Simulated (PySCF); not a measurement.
# Dipole moment and polarisability of trans-Ti(PH3)2Cl4

Compound: trans-Ti(PH3)2Cl4 (singlet state).
Cartesian coordinates in Å at the PBE0-D3(BJ)/def2-SVP level; atoms count from 1:
```xyz
13
Cl4H6P2Ti angstrom
Ti     0.0308   -0.0868    0.0031
P     -0.0639   -0.0284    2.5863
H      0.5763    1.0909    3.1702
H      0.6102   -1.0735    3.2620
H     -1.2926   -0.0129    3.2931
P      0.0084    0.0222   -2.5942
H      1.1112    0.6567   -3.2171
H     -1.0453    0.7991   -3.1308
H     -0.0964   -1.1394   -3.4003
Cl     2.2337   -0.1390    0.5536
Cl    -2.2148    0.0187    0.1408
Cl     0.1703    2.1518   -0.3549
Cl     0.0028   -2.3115   -0.2895
```

Level: CAM-B3LYP/def2-SVPD (PySCF), static field, nuclei fixed, core orbitals frozen in the response. The polarisability tensor in these axes (au):

```
x   154.06   0.13   2.79
y     0.13 154.31  -0.67
z     2.79  -0.67 173.94
```

Diagonalise the tensor; give its mean and Δα, where Δα² is half the sum of the squared differences of the eigenvalues.

Principal values 153.61, 154.36 and 174.35 au; mean 160.77 au = 23.82 Å³ = 26.51 × 10⁻⁴⁰ C²·m²/J; Δα = 20.37 au (13 % of the mean).

What is the dipole moment, and where does it point?

(-0.25, 0.09, -0.02) D, 0.27 D in size, pointing from the negative to the positive side. Measured along this direction, the outermost atoms are Cl10 at the negative end and Cl11 at the positive end.

What would n − 1 = 2πNα be for an ideal gas of these molecules at 273.15 K and 1 atm, electronic part alone?

N = p/kT = 2.6868 × 10¹⁹ cm⁻³, so n − 1 = 2π × N × 23.82 × 10⁻²⁴ cm³ = 4022 × 10⁻⁶ at long wavelengths, for an ideal gas.

Estimate the molar refractivity from the static electronic polarisability.

Lorentz–Lorenz: R = (4π/3)N_A α = 2.5225 cm³/(mol·Å³) × 23.82 Å³ = 60.1 cm³/mol, in the limit of long wavelengths.

Find the Langevin capture rate constant for H3O+ (19.018 u) meeting this molecule (255.818 u), k = 2.342 × 10⁻⁹ cm³/s × √(α in Å³ / reduced mass in u).

The reduced mass is 17.70 u, so k = 2.72 × 10⁻⁹ cm³/s.

Orientational against electronic polarisability at 298 K (dilute gas, rigid molecules)?

In Gaussian units μ²/3kT = 0.59 Å³ against 23.82 Å³, a ratio of 0.02; the Debye molar polarisation (4π/3)N_A(α + μ²/3kT) is 61.6 cm³/mol, leaving out the vibrational part.

Traceless (Buckingham) quadrupole moment about the centre of nuclear charge: eigenvalues?

-18.23, -17.97, 36.20 D·Å. The values depend on the origin, since the dipole doesn't vanish. The electronic extent ⟨r²⟩ about the same centre is 2432 bohr², a root-mean-square distance of 2.33 Å for the 126 electrons.

Isolated species at its PBE0-D3(BJ)/def2-SVP geometry, gas phase.
